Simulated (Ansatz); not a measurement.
Consider the germylene formation by 1,1-elimination: `[F][Ge]([F])([Cl])[I]` → `[F][Ge][Cl]` + `FI`.

Gas-phase electronic energies from Ansatz, PBE0-D4/def2-TZVP geometries. CCSD(T)/CBS adds triple-zeta CCSD(T) − MP2 to the extrapolated MP2 energy (def2 sets, frozen cores). Functionals use def2-TZVPP. B3LYP here is the variant with VWN-RPA as its local correlation; programs differ in this. Elements past krypton have def2 core potentials. For Ge, I outer-core shells are correlated without core-valence functions, which leaves a few kJ/mol of doubt a bond. Scalar relativity is left out up to krypton.

```tsv
level	ΔE (eV)	difference from CCSD(T)/CBS
PBE-D4	3.15	-0.28
revPBE-D4	3.07	-0.36
r2SCANh-D4	3.66	0.23
ωB97M-V	3.32	-0.11
r2SCAN	3.55	0.12
PBE0	3.42	-0.01
B3LYP	2.96	-0.47
r2SCAN0	3.75	0.32
BHLYP	3.37	-0.06
HF/def2-SVP	3.76	0.33
CCSD(T)/def2-SVP	3.75	0.32
MP2/def2-TZVPP	3.97	0.54
CCSD(T)/def2-TZVPP	3.67	0.24
MP2/def2-QZVPP	3.81	0.38
SCS-MP2/def2-QZVPP	3.60	0.17
MP2/CBS(def2)	3.73	0.30
CCSD(T)/CBS	3.43	0
```

Largest T1 diagnostic among the species: 0.014.

From r2SCAN to r2SCAN0 (25 % exact exchange), in def2-TZVPP and without D4, ΔE moves by +0.20 eV. The D4 term adds +0.17 eV with B3LYP and +0.09 eV with PBE0; it sums over pairs of atoms, weighted by their polarisabilities, and B3LYP, whose exchange is more repulsive, gets the larger term.

CCSD(T)/CBS has its own doubt, a few kJ/mol and more with outer-core shells, so smaller differences from it don't rank the levels.
